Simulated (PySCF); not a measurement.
Compound: C₅H₈F₂O.
SMILES: `C=C(COC)C(F)F`

Computed, not measured: TDDFT B3LYP/def2-SVPD, vertical, gas phase, core orbitals frozen in the response in PySCF. The structure is a single GFN2-xTB conformer in the gas phase; no vibrational or solvent corrections. Torsions of this conformer, `[CH2:1]=[C:2]([CH2:3][O:4][CH3:5])[CH:6]([F:7])[F:8]`: C1–C2–C3–O4 125°, C2–C3–O4–C5 177°, C1–C2–C6–F7 113°.

Problem. What does the calculation give for the low-lying excited states?

Solution. 

```
state  λ (nm)  E (eV)       f  main configurations (H = HOMO, L = LUMO)
   S1   207.9    5.96  0.0049                                 H→L (96%)
   S2   178.3    6.95   0.014                               H→L+1 (96%)
   S3   175.0    7.08   0.060                  H-2→L (77%), H-1→L (18%)
   S4   166.6    7.44   0.286                  H-1→L (60%), H-2→L (16%)
   S5   164.5    7.54   0.070   H-1→L+1 (69%), H→L+2 (10%), H-1→L (10%)
   S6   161.2    7.69   0.016                H→L+2 (76%), H-1→L+1 (16%)
   S7   157.4    7.88   0.027                               H→L+3 (82%)
   S8   156.0    7.95   0.016                               H-3→L (83%)
```

Triplets, Tamm–Dancoff:

| state | E (eV) | λ (nm) | main configurations (H = HOMO, L = LUMO) |
| --- | --- | --- | --- |
| T1 | 4.47 | 277.4 | H-1→L (86%), H→L (10%) |
| T2 | 5.86 | 211.5 | H→L (88%), H-1→L (10%) |
| T3 | 6.80 | 182.5 | H-2→L (53%), H→L+1 (37%) |

The lowest singlet lies at 5.96 eV (208 nm, ultraviolet) and is very weak; its leading configuration is HOMO→LUMO (96%). The strongest level in the table is S4 at 7.44 eV (167 nm, f = 0.286). Löwdin shares by element: HOMO oxygen 56%, carbon 19% or more, hydrogen 5% or more (atoms not listed hold the other 20%); LUMO carbon 66% or more, hydrogen 12% or more (atoms not listed hold the other 22%). The oscillator strengths of these states sum to 0.494; summed over the whole spectrum of an exact calculation they would give the number of electrons, 64 (Thomas–Reiche–Kuhn). The listed states span 1.98 eV, and the widest gap between neighbours is 0.99 eV (S1 to S2). Weighted by f, the mean energy of these states is 7.43 eV. Singlets were solved by full linear response, triplets in the Tamm–Dancoff approximation.

Hardware: one thread of an Arm Neoverse N1, no GPU (shared host). Cost: 1.7 min (with the writing of density and orbital grids), 0.92 GiB resident at most.
